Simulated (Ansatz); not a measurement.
## A relaxation, step by step

SiH₂Cl₄, singlet, PBE0-D4/def2-TZVP (Ansatz 0.2.0). Settings:

```yaml
hamiltonian: {xc: pbe0, dispersion: d4}
relax: {f_tol: 0.005, max_steps: 200}
```

Start, a step off a saddle point along its unstable mode:

```xyz
7
angstrom
Si -0.1134 0.3382 0.0292
Cl -1.6460 -1.0174 -0.5762
Cl 0.0296 1.1715 -1.8331
Cl -1.1538 1.1728 1.5198
Cl 1.8286 0.9218 0.6340
H 0.2369 -1.3746 -0.0537
H 0.8180 -1.2123 0.2800
```

| step | energy less the last (meV) | largest force component (eV/Å) |
| --- | --- | --- |
| 1 | 2306.4 | 3.550 |
| 2 | 1884.0 | 0.759 |
| 3 | 1671.2 | 1.038 |
| 4 | 1248.1 | 1.119 |
| 5 | 822.9 | 1.155 |
| 6 | 401.6 | 0.427 |
| 7 | 177.8 | 0.247 |
| 8 | 71.6 | 0.176 |
| 9 | 24.3 | 0.072 |
| 10 | 8.1 | 0.065 |
| 11 | 6.2 | 0.008 |
| 12 | 4.8 | 0.060 |
| 13 | 4.4 | 0.071 |
| 14 | 3.9 | 0.072 |
| 15 | 3.3 | 0.051 |
| 16 | 2.5 | 0.142 |
| 17 | 1.9 | 0.112 |
| 18 | 0.7 | 0.040 |
| 19 | 0.3 | 0.004 |
| 20 | 0.1 | 0.028 |
| 21 | 0.0 | 0.005 |
| 22 | 0.0 | 0.003 |
| 23 | 0.0 | 0.003 |
| 24 | 0.0 | 0.008 |
| 25 | 0.0 | 0.014 |
| 26 | 0.0 | 0.010 |
| 27 | 0.0 | 0.001 |

Step 2, positions (Å) and forces (eV/Å):

```tsv
atom	x	y	z	Fx	Fy	Fz
Si1	-0.182	0.362	-0.048	-0.493	0.646	-0.190
Cl2	-1.730	-1.027	-0.559	0.428	0.340	0.106
Cl3	-0.004	1.274	-1.874	-0.088	-0.059	0.317
Cl4	-1.162	1.247	1.503	-0.152	0.173	-0.090
Cl5	1.764	0.744	0.682	0.045	0.236	-0.068
H6	0.316	-1.438	0.023	0.424	-0.759	0.062
H7	0.998	-1.162	0.273	-0.164	-0.577	-0.138
```

Step 10, positions (Å) and forces (eV/Å):

```json
{"atom": "Si1", "x": "-0.552", "y": "0.969", "z": "0.159", "Fx": "-0.008", "Fy": "0.031", "Fz": "0.007"}
{"atom": "Cl2", "x": "-1.608", "y": "-0.755", "z": "0.144", "Fx": "-0.005", "Fy": "0.022", "Fz": "0.000"}
{"atom": "Cl3", "x": "-0.195", "y": "1.564", "z": "-1.740", "Fx": "0.011", "Fy": "-0.027", "Fz": "0.005"}
{"atom": "Cl4", "x": "-1.612", "y": "2.404", "z": "1.112", "Fx": "0.004", "Fy": "-0.024", "Fz": "0.005"}
{"atom": "Cl5", "x": "1.202", "y": "0.679", "z": "1.122", "Fx": "-0.013", "Fy": "0.012", "Fz": "-0.006"}
{"atom": "H6", "x": "1.086", "y": "-2.613", "z": "-0.534", "Fx": "0.065", "Fy": "0.029", "Fz": "0.021"}
{"atom": "H7", "x": "1.679", "y": "-2.247", "z": "-0.262", "Fx": "-0.054", "Fy": "-0.043", "Fz": "-0.032"}
```

Step 25, positions (Å) and forces (eV/Å):

```json
{"atom": "Si1", "x": "-0.556", "y": "0.894", "z": "0.270", "Fx": "-0.002", "Fy": "0.001", "Fz": "0.005"}
{"atom": "Cl2", "x": "-1.753", "y": "-0.721", "z": "0.484", "Fx": "-0.001", "Fy": "-0.003", "Fz": "-0.001"}
{"atom": "Cl3", "x": "0.028", "y": "1.052", "z": "-1.658", "Fx": "0.001", "Fy": "0.000", "Fz": "-0.002"}
{"atom": "Cl4", "x": "-1.573", "y": "2.558", "z": "0.804", "Fx": "0.000", "Fy": "0.002", "Fz": "-0.001"}
{"atom": "Cl5", "x": "1.069", "y": "0.692", "z": "1.456", "Fx": "0.002", "Fy": "0.000", "Fz": "-0.001"}
{"atom": "H6", "x": "1.102", "y": "-2.404", "z": "-0.843", "Fx": "0.014", "Fy": "0.008", "Fz": "0.008"}
{"atom": "H7", "x": "1.683", "y": "-2.072", "z": "-0.512", "Fx": "-0.014", "Fy": "-0.008", "Fz": "-0.008"}
```

Last step (27):

```
7
angstrom
Si -0.5562 0.8945 0.2701
Cl -1.7513 -0.7218 0.4837
Cl 0.0282 1.0531 -1.6582
Cl -1.5739 2.5578 0.8038
Cl 1.0699 0.6941 1.4548
H 1.1003 -2.4010 -0.8445
H 1.6830 -2.0767 -0.5097
```

Hardware: 4 CPU threads of an Arm Neoverse V2, shared host. Wall time 97 s; peak host memory 0.67 GiB.
